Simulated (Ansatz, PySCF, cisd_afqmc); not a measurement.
Species: PH, charge 0, triplet. PH (SMILES [PH], triplet).
B3LYP-D3(BJ)/def2-TZVP minimum from Ansatz (a program for electronic structure):
```xyz
2

P      0.0000     0.0000    -0.0893
H      0.0000     0.0000     1.3392
```
Charge 0, spin multiplicity 3.

Atomisation energy term by term, kcal/mol (programs: Ansatz, cisd_afqmc). Open shells are spin-unrestricted; no spin-orbit coupling. Correlated methods leave the cores frozen. Rows without X2C or -DK are non-relativistic. AFQMC/CISD: phaseless, guided by CISD from CCSD amplitudes; bars are statistical, one sigma. Outlying blocks are dropped, and bars are widened where a walk drifts. Over all cases where full CI ran beside it in this data, AFQMC minus full CI had a median of +0.1 mEh and passed +0.4 mEh in a tenth of the cases. CBS(X,Y): correlation extrapolated as X^-3, Hartree-Fock from the larger set (Q,5: extrapolated as (X+1)exp(-9√X)). A bracket is a step between two methods taken in the basis named. '+ core + X2C': CCSD(T) terms for core correlation (cc-pwCVTZ, 1s frozen past Ne) and scalar relativity (cc-pVTZ-DK). Full CI freezes restricted core orbitals, also for open shells; the composite that ends in it estimates full CI at the basis-set limit. Where a partner has so few electrons that a lower coupled-cluster level is exact, that level stands in.

| term | basis | kcal/mol |
|---|---|---|
| Hartree-Fock | CBS(cc-pV(Q+d)Z,cc-pV(5+d)Z) | 52.14 |
| CCSD correlation | CBS(cc-pV(Q+d)Z,cc-pV(5+d)Z) | 20.68 |
| (T) | CBS(cc-pV(Q+d)Z,cc-pV(5+d)Z) | 0.46 |
| CCSDT(Q) - CCSD(T) | cc-pV(5+d)Z | 0.11 |
| FCI - CCSDT(Q) | cc-pV(T+d)Z | 0.02 |
| core correlation | cc-pwCVTZ | 0.14 |
| scalar relativity | X2C, cc-pVTZ-DK | -0.13 |
| minus zero-point energy | Hessian by PySCF at B3LYP-D3(BJ)/def2-TZVP | -3.35 |
| sum: D0 |  | 70.1 |

The step beyond CCSD(T) by other levels: FCI in cc-pV(D+d)Z 0.13; CCSDTQ in cc-pV(D+d)Z 0.12; AFQMC/CISD in cc-pV(D+d)Z 0.03 ± 0.04; CCSDT(Q) in cc-pV(D+d)Z 0.13; FCI in cc-pV(T+d)Z 0.09; CCSDTQ in cc-pV(T+d)Z 0.07; CCSDT(Q) in cc-pV(T+d)Z 0.07; CCSDT(Q) in cc-pV(Q+d)Z 0.10 kcal/mol.
